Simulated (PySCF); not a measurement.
Species: CH₈SiSn.
SMILES: `[SiH3][CH2][SnH3]`

Level of theory: PBE0-D3(BJ)/def2-SVP geometry optimisation, gas phase, def2 core potentials past Kr (PySCF).

Take the most abundant isotopes and a rigid rotor. 

Task: What are A, B and C (MHz)?

Result: Ia = 32.04, Ib = 325.26, Ic = 340.30 u·Å²; 505379 MHz·u·Å²/I gives A = 15776, B = 1554, C = 1485 MHz.

Task: What kind of rotor is it?

Result: A near-prolate asymmetric top: κ = (2 × 1554 − 15776 − 1485)/(15776 − 1485) = -0.99.

Task: Is it planar, by Δ = Ic − Ia − Ib?

Result: Not planar: Δ = Ic − Ia − Ib = -16.99 u·Å². For a rigid frame Δ = −2 Σ m c², so Σ m c² = 8.50 u·Å² lies off the ab plane, practically all of it from hydrogen. The atom farthest from that plane is 1.42 Å away.

Task: Give the other two planar moments, Paa and Pbb, and the rms extents of the mass along the axes.

Result: Paa = Σ m a² = (Ib + Ic − Ia)/2 = 316.76 and Pbb = Σ m b² = (Ia + Ic − Ib)/2 = 23.54 u·Å². With the mass M = 167.94 u, the rms extents √(P/M) along a, b and c are 1.37, 0.37, 0.22 Å.

Task: Give the coordinates in the principal-axis frame, origin at the centre of mass.

Result: The sense of each axis is arbitrary; atoms in the order of the calculation.
```
atom  mass (u)   a (Å)   b (Å)   c (Å)
 Si1    27.977   2.606   0.229   0.000
  C2    12.000   1.138  -0.939   0.000
 Sn3   119.902  -0.785   0.045   0.000
  H4     1.008   3.904  -0.515   0.026
  H5     1.008   2.585   1.089  -1.225
  H6     1.008   2.559   1.125   1.198
  H7     1.008   1.177  -1.590   0.888
  H8     1.008   1.178  -1.590  -0.888
  H9     1.008  -0.910   1.055  -1.380
 H10     1.008  -0.938   0.997   1.418
 H11     1.008  -2.031  -1.133  -0.036
```

Task: Predict some low-J microwave lines.

Result: The dipole components are |μa| = 0.23 D, |μb| = 0.81 D, |μc| = 0.00 D. The squared components, which scale the intensities, stand as 0.08 : 1.00 : 0.00 (a : b : c). Some of the stronger lines:

```json
{"type": "a", "branch": "Q", "J(Ka,Kc)": "3(1,2) ← 3(1,3)", "MHz": "412", "lower level (cm⁻¹)": "1.077"}
{"type": "a", "branch": "R", "J(Ka,Kc)": "2(1,1) ← 1(1,0)", "MHz": "6146", "lower level (cm⁻¹)": "0.578"}
{"type": "a", "branch": "R", "J(Ka,Kc)": "3(2,1) ← 2(2,0)", "MHz": "9118", "lower level (cm⁻¹)": "2.206"}
{"type": "a", "branch": "R", "J(Ka,Kc)": "3(1,2) ← 2(1,1)", "MHz": "9220", "lower level (cm⁻¹)": "0.783"}
{"type": "b", "branch": "Q", "J(Ka,Kc)": "1(1,0) ← 1(0,1)", "MHz": "14290", "lower level (cm⁻¹)": "0.101"}
{"type": "b", "branch": "Q", "J(Ka,Kc)": "2(1,1) ← 2(0,2)", "MHz": "14359", "lower level (cm⁻¹)": "0.304"}
{"type": "b", "branch": "Q", "J(Ka,Kc)": "3(1,2) ← 3(0,3)", "MHz": "14463", "lower level (cm⁻¹)": "0.608"}
{"type": "b", "branch": "R", "J(Ka,Kc)": "1(1,1) ← 0(0,0)", "MHz": "17261", "lower level (cm⁻¹)": "0.000"}
{"type": "b", "branch": "R", "J(Ka,Kc)": "2(1,2) ← 1(0,1)", "MHz": "20231", "lower level (cm⁻¹)": "0.101"}
{"type": "b", "branch": "R", "J(Ka,Kc)": "3(1,3) ← 2(0,2)", "MHz": "23167", "lower level (cm⁻¹)": "0.304"}
{"type": "b", "branch": "Q", "J(Ka,Kc)": "3(2,1) ← 3(1,2)", "MHz": "42564", "lower level (cm⁻¹)": "1.091"}
{"type": "b", "branch": "Q", "J(Ka,Kc)": "2(2,0) ← 2(1,1)", "MHz": "42665", "lower level (cm⁻¹)": "0.783"}
{"type": "b", "branch": "Q", "J(Ka,Kc)": "2(2,1) ← 2(1,2)", "MHz": "42871", "lower level (cm⁻¹)": "0.776"}
{"type": "b", "branch": "Q", "J(Ka,Kc)": "3(2,2) ← 3(1,3)", "MHz": "42974", "lower level (cm⁻¹)": "1.077"}
{"type": "b", "branch": "R", "J(Ka,Kc)": "2(2,1) ← 1(1,0)", "MHz": "48812", "lower level (cm⁻¹)": "0.578"}
{"type": "b", "branch": "R", "J(Ka,Kc)": "2(2,0) ← 1(1,1)", "MHz": "48881", "lower level (cm⁻¹)": "0.576"}
{"type": "b", "branch": "R", "J(Ka,Kc)": "3(2,2) ← 2(1,1)", "MHz": "51782", "lower level (cm⁻¹)": "0.783"}
{"type": "b", "branch": "R", "J(Ka,Kc)": "3(2,1) ← 2(1,2)", "MHz": "51989", "lower level (cm⁻¹)": "0.776"}
{"type": "b", "branch": "Q", "J(Ka,Kc)": "3(3,0) ← 3(2,1)", "MHz": "71279", "lower level (cm⁻¹)": "2.510"}
{"type": "b", "branch": "Q", "J(Ka,Kc)": "3(3,1) ← 3(2,2)", "MHz": "71280", "lower level (cm⁻¹)": "2.510"}
{"type": "b", "branch": "R", "J(Ka,Kc)": "3(3,1) ← 2(2,0)", "MHz": "80397", "lower level (cm⁻¹)": "2.206"}
{"type": "b", "branch": "R", "J(Ka,Kc)": "3(3,0) ← 2(2,1)", "MHz": "80397", "lower level (cm⁻¹)": "2.206"}
```

PBE0-D3(BJ)/def2-SVP frequencies: not computed here. These are rigid-rotor constants of the computed structure; measured ground-state constants (B0) also hold zero-point vibration. A rigid rotor knows nothing of internal rotation, which can split or shift real lines.
